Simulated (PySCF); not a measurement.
F3In, SMILES [F][In+]([F])[F] (connectivity only; charge and spin as stated), charge +1, multiplicity 2.

Geometry: PBE-D3(BJ)/def2-SVP. The def2 effective core potentials stand for the cores of In; spin–orbit coupling is left out.

Level of theory: PBE-D3(BJ)/def2-SVP (PySCF).

Frequencies are harmonic and unscaled.

```tsv
mode	ν (cm⁻¹)	IR (km/mol)	moving atoms (share of kinetic energy)
1	92	15.3	F 73 %, In 27 %
2	106	22.8	F 69 %, In 31 %
3	285	6.7	F 93 %
4	375	5.1	F 95 %
5	526	3.2	F 96 %
6	677	21.4	F 79 %, In 21 %
```
